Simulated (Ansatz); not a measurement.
A structure relaxed at PBE0-D4/def2-TZVP, charge 0, multiplicity 1:

Cartesian coordinates in Å:
```
F -0.413 -3.580 -0.234
Zn -0.343 -1.847 -0.484
C -0.270 0.045 -0.765
Si 0.348 0.996 0.716
H 0.378 0.231 -1.627
H -1.277 0.383 -1.033
H -0.533 0.754 1.891
H 0.385 2.463 0.461
H 1.724 0.555 1.075
```

Task: Give its formula and SMILES.

Result: CH5FSiZn, `[F][Zn][CH2][SiH3]`.

Task: Point group (tolerance 0.08 Å, 0.16 Å for H)?

Result: Cs.

Task: Summarise the bond lengths by kind.

Result: 1 × F–Zn 1.752 Å; 1 × C–Zn 1.915 Å; 1 × C–Si 1.865 Å; 2 × C–H 1.095 Å; 3 × H–Si 1.489 Å.

Program: Ansatz 0.2.0.
